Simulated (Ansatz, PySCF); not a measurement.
GeH2, SMILES [GeH2] (connectivity only; charge and spin as stated), neutral, multiplicity 1. Atoms are numbered in the order given.

```xyz
3

Ge     0.0000     0.0000     0.0346
H      0.0000    -1.1340    -1.0855
H      0.0000     1.1340    -1.0855
```
Charge 0, spin multiplicity 1.

Coordinates come from a PBE0-D3(BJ)/def2-TZVPD optimisation. The isomer is the one that the SMILES or the coordinates give; other isomers of the formula were not compared.

Two levels are set side by side: PBE-D3(BJ)/def2-TZVPD (Ansatz, a program for electronic structure) and PBE0-D3(BJ)/def2-TZVPD (Ansatz). Each level has its own optimised geometry; the coordinates shown are those of the second. Frequencies come from the Hessian of PySCF at each geometry. Differences are taken from unrounded values.

```csv
quantity,PBE0-D3(BJ)
mean bond length (Å),1.594
bond Ge1–H2 (Å),1.594
bond Ge1–H3 (Å),1.594
highest harmonic wavenumber (cm⁻¹),1935
mean harmonic wavenumber (cm⁻¹),1598
zero-point energy (kcal/mol),6.85
```

What does PBE-D3(BJ) give, and how far is it from PBE0-D3(BJ)? (Estimate from the structure and the level; the computed values follow.)


```csv
quantity,PBE-D3(BJ),PBE-D3(BJ) minus PBE0-D3(BJ)
mean bond length (Å),1.610,0.016
bond Ge1–H2 (Å),1.610,0.016
bond Ge1–H3 (Å),1.610,0.016
highest harmonic wavenumber (cm⁻¹),1857,-78
mean harmonic wavenumber (cm⁻¹),1533,-65
zero-point energy (kcal/mol),6.57,-0.28
```

GGA bonds tend to be longer and softer than those of functionals with exact exchange. Differences between two approximate levels are no errors against the true value.
